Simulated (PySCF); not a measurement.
## Fractional electron number in Cu²⁺ (copper, charge +2)

The 3d beta orbital of [Ar] 3d9 is emptied in steps (occupation f), with all orbitals relaxed, ending at [Ar] 3d8. Computed with PySCF 2.14 in aug-cc-pVDZ-PP with ECP10MDF, with a scalar-relativistic core potential. The exact energy is a straight line in f; departures are measured from the line between the end points of the same method.

| f | PBE0 (eV) | r2SCAN (eV) | LC-wPBE (eV) |
| --- | --- | --- | --- |
| 1 | 0.000 | 0.000 | 0.000 |
| 0.75 | -1.054 | -1.491 | -0.616 |
| 0.5 | -1.418 | -1.992 | -0.833 |
| 0.25 | -1.072 | -1.495 | -0.633 |
| 0 | 0.000 | 0.000 | 0.000 |

For PBE0, how does the orbital energy at f = 1 compare with the removal energy?

−ε = 31.064 eV against a total-energy difference of 36.633 eV. By Janak's theorem ε = ∂E/∂f, so the gap between them reflects the curvature. Along the path −ε is 33.784 (f = 0.75), 36.586 (f = 0.5), 39.455 (f = 0.25) eV.

| method | E(f=0) − E(f=1) (eV) | −ε at f=1 (eV) | −ε at f=0.5 (eV) |
| --- | --- | --- | --- |
| PBE0 | 36.633 | 31.064 | 36.586 |
| r2SCAN | 36.127 | 28.205 | 36.116 |
| LC-wPBE | 36.969 | 33.731 | 36.926 |

Reference removal energy between the ground levels: 36.841 ± 0.012 eV (measured; NIST Atomic Spectra Database, ionization energies). The calculation has no spin-orbit coupling. The determinant left behind need not be the lowest term of the ion.
